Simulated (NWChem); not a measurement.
Everything below was run with NWChem. System: ClGe, charge 0, spin multiplicity 2, at a geometry optimised with UB3LYP/def2-SVP. The structure started from a generated list of species. Its SCF solution wasn't tested for a lower state. Level: UHF/def2-SVP.

The NWChem input:

```
start mol
memory heap 200 mb stack 900 mb global 1100 mb
geometry units angstroms nocenter noautoz
  Ge     0.000000     0.000000     0.764844
  Cl     0.000000     0.000000    -1.439706
  symmetry group C2v
end
basis spherical
  * library def2-svp
end
scf
  uhf
  nopen 1
  maxiter 100
  thresh 1e-7
  semidirect memsize 60000000 filesize 0
  # guess.movecs holds the orbitals of an unrestricted PBE0 run
  vectors input guess.movecs output mol.movecs
end
task scf energy
```

Part of the output:

```
             Northwest Computational Chemistry Package (NWChem) 7.3.0
             --------------------------------------------------------

                                NWChem Input Module
                                -------------------

 Scaling coordinates for geometry "geometry" by  1.889725989
 (inverse scale =  0.529177249)

 Turning off AUTOSYM since
 SYMMETRY directive was detected!

                             Geometry "geometry" -> ""
                             -------------------------

 Output coordinates in angstroms (scale by  1.889725989 to convert to a.u.)

  No.       Tag          Charge          X              Y              Z
 ---- ---------------- ---------- -------------- -------------- --------------
    1 Ge                  32.0000     0.00000000     0.00000000     0.76484400
    2 Cl                  17.0000     0.00000000     0.00000000    -1.43970600

 Effective nuclear repulsion energy (a.u.)     130.5810362459

            Nuclear Dipole moment (a.u.)
            ----------------------------
        X                 Y               Z
 ---------------- ---------------- ----------------
     0.0000000000     0.0000000000     0.0000113384

      Symmetry information
      --------------------

 Group name             C2v
 Group number             16
 Group order               4
 No. of unique centers     2

      Symmetry unique atoms

     1    2


 Summary of "ao basis" -> "" (spherical)
 ------------------------------------------------------------------------------
       Tag                 Description            Shells   Functions and Types
 ---------------- ------------------------------  ------  ---------------------
 *                          def2-svp                  on all atoms

 Summary of "ao basis" -> "ao basis" (spherical)
 ------------------------------------------------------------------------------
       Tag                 Description            Shells   Functions and Types
 ---------------- ------------------------------  ------  ---------------------
 Ge                         def2-svp                12       32   5s4p3d
 Cl                         def2-svp                 8       18   4s3p1d

                                 NWChem SCF Module
                                 -----------------

  ao basis        = "ao basis"
  functions       =    50
  atoms           =     2
  alpha electrons =    25
  beta  electrons =    24
  charge          =   0.00
  wavefunction    = UHF
  use symmetry    = T
  symmetry adapt  = T

 Summary of "ao basis" -> "ao basis" (spherical)
 ------------------------------------------------------------------------------
       Tag                 Description            Shells   Functions and Types
 ---------------- ------------------------------  ------  ---------------------
 Ge                         def2-svp                12       32   5s4p3d
 Cl                         def2-svp                 8       18   4s3p1d

      Symmetry analysis of basis
      --------------------------

        a1         24
        a2          4
        b1         11
        b2         11

 Forming initial guess at       0.0s

   Symmetry analysis of molecular orbitals - initial alpha
   -------------------------------------------------------

  Numbering of irreducible representations:

     1 a1          2 a2          3 b1          4 b2

  Orbital symmetries:

     1 a1          2 a1          3 a1          4 b2          5 a1
     6 b1          7 a1          8 a1          9 b2         10 b1
[...]
    45      0.604343  2 Cl pz                 4     -0.279027  1 Ge s
     5     -0.267976  1 Ge s                 14      0.248293  1 Ge pz
    42      0.179870  2 Cl pz                11     -0.170819  1 Ge pz
     3      0.151534  1 Ge s

 Vector   28  Occ=0.000000D+00  E= 2.448293D-01  Symmetry=a1
              MO Center=  2.0D-15,  7.6D-16,  5.6D-01, r^2= 4.7D+00
   Bfn.  Coefficient  Atom+Function         Bfn.  Coefficient  Atom+Function
  ----- ------------  ---------------      ----- ------------  ---------------
     5     -2.100652  1 Ge s                  4      1.936717  1 Ge s
    36      0.520030  2 Cl s                  3     -0.451830  1 Ge s
    17      0.387901  1 Ge pz

                     UHF Final Beta Molecular Orbital Analysis
                     -----------------------------------------

 Vector   22  Occ=1.000000D+00  E=-4.552851D-01  Symmetry=b2
              MO Center= -2.2D-16, -2.7D-15, -1.3D+00, r^2= 1.3D+00
   Bfn.  Coefficient  Atom+Function         Bfn.  Coefficient  Atom+Function
  ----- ------------  ---------------      ----- ------------  ---------------
    44      0.640392  2 Cl py                41      0.445149  2 Cl py
    38      0.260617  2 Cl py

 Vector   23  Occ=1.000000D+00  E=-4.483152D-01  Symmetry=b1
              MO Center=  6.4D-15, -2.8D-16, -1.3D+00, r^2= 1.3D+00
   Bfn.  Coefficient  Atom+Function         Bfn.  Coefficient  Atom+Function
  ----- ------------  ---------------      ----- ------------  ---------------
    43      0.647090  2 Cl px                40      0.449886  2 Cl px
    37      0.262969  2 Cl px

 Vector   24  Occ=1.000000D+00  E=-4.105550D-01  Symmetry=a1
              MO Center=  1.3D-16, -9.0D-16,  2.6D-01, r^2= 3.3D+00
   Bfn.  Coefficient  Atom+Function         Bfn.  Coefficient  Atom+Function
  ----- ------------  ---------------      ----- ------------  ---------------
     4      0.518830  1 Ge s                 45     -0.444474  2 Cl pz
     3     -0.315335  1 Ge s                 42     -0.302892  2 Cl pz
     5      0.292791  1 Ge s                 14      0.250231  1 Ge pz
    17      0.182664  1 Ge pz                39     -0.177395  2 Cl pz

 Vector   25  Occ=0.000000D+00  E= 1.384661D-02  Symmetry=b2
              MO Center= -2.4D-16, -1.7D-14,  7.2D-01, r^2= 3.2D+00
   Bfn.  Coefficient  Atom+Function         Bfn.  Coefficient  Atom+Function
  ----- ------------  ---------------      ----- ------------  ---------------
    16      0.779300  1 Ge py                13      0.338437  1 Ge py
    44     -0.263837  2 Cl py                10     -0.220348  1 Ge py

 Vector   26  Occ=0.000000D+00  E= 5.823515D-02  Symmetry=b1
              MO Center=  3.8D-14, -3.8D-15,  7.3D-01, r^2= 3.3D+00
   Bfn.  Coefficient  Atom+Function         Bfn.  Coefficient  Atom+Function
  ----- ------------  ---------------      ----- ------------  ---------------
    15      0.811345  1 Ge px                12      0.302731  1 Ge px
    43     -0.247558  2 Cl px                 9     -0.209496  1 Ge px

 Vector   27  Occ=0.000000D+00  E= 1.349762D-01  Symmetry=a1
              MO Center=  2.2D-16, -3.7D-17,  6.7D-01, r^2= 3.9D+00
   Bfn.  Coefficient  Atom+Function         Bfn.  Coefficient  Atom+Function
  ----- ------------  ---------------      ----- ------------  ---------------
    17      1.115098  1 Ge pz                36      0.632328  2 Cl s
    45      0.606410  2 Cl pz                 4     -0.328218  1 Ge s
     5     -0.288920  1 Ge s                 14      0.232582  1 Ge pz
     3      0.182535  1 Ge s                 42      0.179406  2 Cl pz
    11     -0.164292  1 Ge pz

 center of mass
 --------------
 x =   0.00000000 y =   0.00000000 z =   0.10749026

 moments of inertia (a.u.)
 ------------------
         412.003646680337           0.000000000000           0.000000000000
           0.000000000000         412.003646680337           0.000000000000
           0.000000000000           0.000000000000           0.000000000000

  Mulliken analysis of the total density
  --------------------------------------

    Atom       Charge   Shell Charges
 -----------   ------   -------------------------------------------------------
    1 Ge  32    31.62   2.00  2.00  2.00  1.41  0.50  6.00  5.98  0.80  0.85  8.15  1.79  0.14
    2 Cl  17    17.38   2.00  1.99  1.20  0.77  5.94  2.07  3.40  0.02

  Mulliken analysis of the alpha density
  --------------------------------------

    Atom       Charge   Shell Charges
 -----------   ------   -------------------------------------------------------
    1 Ge  32    16.30   1.00  1.00  1.00  0.71  0.26  3.00  2.99  0.60  0.69  4.07  0.90  0.08
    2 Cl  17     8.70   1.00  1.00  0.60  0.38  2.97  1.04  1.70  0.01

   Mulliken analysis of the beta density
   -------------------------------------

    Atom       Charge   Shell Charges
 -----------   ------   -------------------------------------------------------
    1 Ge  32    15.32   1.00  1.00  1.00  0.70  0.24  3.00  2.99  0.19  0.16  4.08  0.89  0.06
    2 Cl  17     8.68   1.00  1.00  0.60  0.39  2.97  1.02  1.70  0.01

   Mulliken analysis of the spin density
   -------------------------------------

    Atom       Charge   Shell Charges
 -----------   ------   -------------------------------------------------------
    1 Ge  32     0.98   0.00  0.00  0.00  0.01  0.02  0.00  0.00  0.41  0.54 -0.01  0.01  0.01
    2 Cl  17     0.02   0.00  0.00  0.00 -0.00  0.00  0.02 -0.01  0.00

       Multipole analysis of the density wrt the origin
       ------------------------------------------------

     L   x y z        total         alpha         beta         nuclear
     -   - - -        -----         -----         ----         -------
     0   0 0 0     -0.000000    -25.000000    -24.000000     49.000000

     1   1 0 0     -0.000000     -0.000000     -0.000000      0.000000
     1   0 1 0     -0.000000     -0.000000      0.000000      0.000000
     1   0 0 1      0.838463     -0.216640      1.055091      0.000011

     2   2 0 0    -23.712379    -14.671673     -9.040705      0.000000
     2   1 1 0     -0.000000     -0.000000      0.000000      0.000000
     2   1 0 1      0.000000      0.000000      0.000000      0.000000
     2   0 2 0    -20.238688    -10.938300     -9.300388      0.000000
     2   0 1 1      0.000000      0.000000     -0.000000      0.000000
     2   0 0 2    -23.939375   -110.175264   -106.445779    192.681668

 Task  times  cpu:        0.5s     wall:        0.5s

 Total times  cpu:        0.5s     wall:        0.5s
```
